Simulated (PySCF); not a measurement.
FGeH₇Si₂.
SMILES with atom numbers: `[F:1][GeH2:2][SiH2:3][SiH3:4]` (hydrogens: H5, H6 on Ge2; H7, H8 on Si3; H9, H10, H11 on Si4)

Torsions of this conformer, `[F:1][GeH2:2][SiH2:3][SiH3:4]`: F1–Ge2–Si3–Si4 3°.

The closed-shell ground state was solved at several levels (PySCF, density fitting, gas phase). Geometry: PBE0-D3(BJ)/def2-SVP, one conformer, isolated molecule. The calculation is non-relativistic and has no spin–orbit coupling, an omission that weighs most on germanium.

| level | basis functions | HOMO (eV) | LUMO (eV) | gap (eV) | dipole (D) |
| --- | --- | --- | --- | --- | --- |
| B3LYP/def2-SVPD | 165 | -7.90 | -1.15 | 6.75 | 2.16 |
| PBE/pcSseg-2 | 283 | -7.00 | -1.77 | 5.23 | 1.94 |

Task: Estimate the row for PBE0/pcSseg-1, a basis of 141 functions; the other rows only guide the guess.

Result: HOMO -8.17 eV, LUMO -0.84 eV, gap 7.33 eV, dipole 2.10 D.

Task: Over all these levels, which gives the widest orbital gap and which the narrowest?

Result: PBE0/pcSseg-1 (global hybrid, 25 % exact exchange) has the widest, 7.33 eV, and PBE/pcSseg-2 (GGA) the narrowest, 5.23 eV. Functional and basis both differ between the two, so the spread mixes both effects.

Task: How far do the dipole and the HOMO energy spread over the levels?

Result: The dipole runs from 1.94 to 2.16 D (mean 2.06 D) and the HOMO from -8.17 to -7.00 eV.
